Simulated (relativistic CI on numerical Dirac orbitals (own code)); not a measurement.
# Co³⁺ in a cubic cluster: 1s photoemission with charge transfer

Computed with a charge-transfer multiplet model of a cubic metal-ligand cluster with up to 3 ligand holes, Slater and spin-orbit integrals from Dirac-Coulomb-Breit ions, Slater integrals scaled by 0.7. The ground state mixes d6 with configurations of k ligand holes L, whose averages lie at kΔ + k(k − 1)U_dd/2; a core hole lowers each added d electron by U_cd. 20 K, Lorentzian 1.1 eV and Gaussian 0.6 eV FWHM.

Atomic integrals in eV (Slater integrals scaled, ζ unscaled), ground: F2dd 8.824, F4dd 5.512, zeta_d 0.071; with the core hole: F2dd 9.983, F4dd 6.265, zeta_d 0.101, G2cd 0.058.

Cluster parameters (eV): Δ = 3.3, U_dd = 6.4, U_cd = 7.5, 10Dq(ligand) = 1.1, V(eg) = 3.1, V(t2g) = -1.7, final-state hopping factor = 0.8.

| Case | n_d | d6 | d7L | d8L2 | d9L3 | S |
| --- | --- | --- | --- | --- | --- | --- |
| 10Dq = 1.35 eV | 6.64 | 0.46 | 0.46 | 0.08 | 0.00 | 0.03 |
| 10Dq = 1.65 eV | 6.62 | 0.47 | 0.45 | 0.08 | 0.00 | 0.02 |
| 10Dq = 1.95 eV | 6.61 | 0.48 | 0.44 | 0.08 | 0.00 | 0.01 |
| 10Dq = 2.25 eV | 6.60 | 0.48 | 0.44 | 0.08 | 0.00 | 0.01 |
| 10Dq = 2.55 eV | 6.58 | 0.49 | 0.43 | 0.07 | 0.00 | 0.01 |

Weights, n_d and S are thermal averages at 20 K. Binding energies count from the first peak over 30 % of the highest in each spectrum, which can be another peak from case to case. The parameters are a model scan and need not match a compound or its usual spin state. Peaks in eV (height, largest 100):
- 10Dq = 1.35 eV: 0.0 (100), 8.4 (20)
- 10Dq = 1.65 eV: 0.0 (100), 8.3 (21)
- 10Dq = 1.95 eV: 0.0 (100), 8.4 (21)
- 10Dq = 2.25 eV: 0.0 (100), 8.4 (21)
- 10Dq = 2.55 eV: 0.0 (100), 8.5 (21)

For the case 10Dq = 1.65 eV, Δ = 3.3 eV is smaller than U_dd = 6.4 eV, the charge-transfer side of the Zaanen-Sawatzky-Allen scheme. With the core hole the average of the configuration with one ligand hole lies at Δ − U_cd = -4.2 eV before mixing: the effective hopping of about 4.5 eV (from the holes of the mixed ground state) is comparable with this gap or larger, so the configurations mix strongly.
